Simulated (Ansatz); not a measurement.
Method: frozen-core CCSD(T)/cc-pVTZ // PBE-D3(BJ)/def2-TZVP (Ansatz, an electronic-structure program). The geometry is that of the parent before the electron was removed.

Ansatz 0.2 input:
```yaml
crystal:
  periodic: [false, false, false]
  atoms:
    - { symbol: C, position_ang: [-1.442039, 1.38794, -0.940458] }
    - { symbol: C, position_ang: [-0.509594, 0.49048, -0.285043] }
    - { symbol: C, position_ang: [0.275244, -0.264913, 0.266629] }
    - { symbol: Si, position_ang: [1.443915, -1.389745, 1.088129] }
    - { symbol: H, position_ang: [-2.439285, 1.327062, -0.478665] }
    - { symbol: H, position_ang: [-1.547558, 1.1374, -2.00702] }
    - { symbol: H, position_ang: [-1.10037, 2.431899, -0.870659] }
    - { symbol: H, position_ang: [2.552624, -1.749061, 0.152868] }
    - { symbol: H, position_ang: [2.025208, -0.7311, 2.296991] }
    - { symbol: H, position_ang: [0.741857, -2.639962, 1.508999] }
basis:
  gaussian: { orbitals: cc-pVTZ }
correlation:
  method: ccsd_t
total_charge: 1
magnetization:
  spin_polarized: true
  initial_magnetization: 1
```

Output:

```
Functional definition: HF
1181 factors; integrals over basis functions are off by at most 1.1e-3 eV
mean field evaluation 1: about -11033.2774 eV, gradient 2.8e1 eV
mean field evaluation 2: about -11033.2879 eV, gradient 2.8e1 eV
mean field evaluation 4: about -11039.4086 eV, gradient 4.2e0 eV
mean field evaluation 8: about -11040.0150 eV, gradient 3.8e-1 eV
mean field evaluation 16: about -11040.0198 eV, gradient 1.4e-2 eV
mean field evaluation 32: about -11040.0198 eV, gradient 8.1e-6 eV
mean field evaluation 64: about -11040.0198 eV, gradient 1.3e-2 eV
mean field evaluation 96: about -11040.0198 eV, gradient 3.9e-5 eV
mean field evaluation 128: about -11039.9462 eV, gradient 8.4e-1 eV
mean field evaluation 160: about -11040.0198 eV, gradient 4.2e-5 eV
mean field evaluation 192: about -11040.0198 eV, gradient 6.3e-4 eV
mean field evaluation 224: about -11040.0177 eV, gradient 3.2e-1 eV
mean field evaluation 256: about -11034.4443 eV, gradient 3.1e0 eV
mean field evaluation 288: about -11034.8278 eV, gradient 8.4e-1 eV
mean field evaluation 320: about -11040.0198 eV, gradient 1.6e-2 eV
mean field evaluation 352: about -11036.0341 eV, gradient 1.1e-1 eV
mean field evaluation 384: about -11034.8723 eV, gradient 9.9e-1 eV
mean field evaluation 416: about -11034.5875 eV, gradient 2.1e0 eV
mean field -11040.01978170 eV, -405.7132437833 hartree, gradient 9.8e-11 eV, S^2 0.755956; 11 other end points of the search recorded, 0 dependent functions left out
8 core orbitals not correlated
reference -11040.01978170 eV, -405.7132437833 hartree; 11, 10 occupied and 189, 190 virtual orbitals, 1181 factors
second order -14.72526329 eV of doubles, -0.00000000 eV of singles
cycle   1  -15.60532468 eV  change   -8.8e-1 eV  update   9.9e-2
cycle   2  -16.08742625 eV  change   -4.8e-1 eV  update   3.3e-2
cycle   3  -16.18959759 eV  change   -1.0e-1 eV  update   2.5e-2
cycle   4  -16.19194614 eV  change   -2.3e-3 eV  update   1.3e-2
cycle   5  -16.19352227 eV  change   -1.6e-3 eV  update   9.3e-3
cycle   6  -16.19785132 eV  change   -4.3e-3 eV  update   4.5e-3
cycle   7  -16.19833004 eV  change   -4.8e-4 eV  update   2.0e-3
cycle   8  -16.19910992 eV  change   -7.8e-4 eV  update   9.8e-4
cycle   9  -16.19931613 eV  change   -2.1e-4 eV  update   5.4e-4
cycle  10  -16.19897311 eV  change    3.4e-4 eV  update   2.4e-4
cycle  11  -16.19910895 eV  change   -1.4e-4 eV  update   1.1e-4
cycle  12  -16.19915169 eV  change   -4.3e-5 eV  update   2.9e-5
cycle  13  -16.19916380 eV  change   -1.2e-5 eV  update   1.5e-5
perturbative correction -0.68579625 eV, -0.0252025474 hartree
Total energy: -11056.90474175 eV, -406.3337546203 hartree
```

Cost: roughly 40 core-minutes.
